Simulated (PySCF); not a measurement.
A structure optimised at PBE-D3(BJ)/def2-SVP, used in a PySCF frequency run:

```
C
H 1 1.1097
H 1 1.1148 2 107.13
O 1 1.4337 2 107.78 3 -119.42
Si 4 1.6883 1 118.92 2 -176.36
H 5 1.4950 4 105.73 1 170.79
Si 1 1.9413 2 110.83 3 119.89
H 7 1.5052 1 109.52 2 39.66
H 7 1.5052 8 109.55 1 122.91
Cl 5 2.0960 6 108.63 4 -117.50
Si 7 2.3588 8 110.19 9 129.20
H 11 1.5020 7 115.25 8 -139.46
H 11 1.5042 12 110.73 5 129.11
```

Write its SMILES and formula.

Cl[Si@@H]1OC[SiH2][SiH2]1, CH₇ClOSi₃

What are its rotational constants (standard atomic weights)?

2.2634, 1.0806, 0.89733 GHz
